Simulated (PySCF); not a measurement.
# Ni (nickel, neutral) across methods

[Ar] 3d7 4s2 4p1, one real determinant (an excited configuration). Computed with PySCF 2.14 in dyall-av2z (16s12p7d2f, 101 functions), with no relativity, point nucleus.

```tsv
method	E (hartree)	mean ε 4s α (eV)	mean ε 4s β (eV)	mean ε 4p α (eV)	Σ⟨r²⟩ (bohr²)	⟨S²⟩
PBEsol	-1506.408	-8.330	-7.188	-3.020	43.65	6.004
r2SCAN0	-1507.918	-9.482	-8.069	-4.012	43.51	6.009
UHF	-1506.61892	-11.591	-9.378	-5.663	45.03	6.010
r2SCAN	-1507.937	-8.540	-7.314	-3.283	43.44	6.008
MN15	-1508.340	-9.814	-8.832	-3.980	44.56	6.005
LDA	-1505.254	-8.506	-7.445	-3.043	43.56	6.003
BP86	-1508.170	-8.440	-7.376	-3.123	43.65	6.004
PBE	-1507.692	-8.304	-7.187	-3.053	43.85	6.004
PBE0	-1507.726	-9.307	-7.953	-3.856	43.69	6.005
```

⟨L²⟩ = 13.93 against 20 for a pure G term, so this real determinant mixes terms.
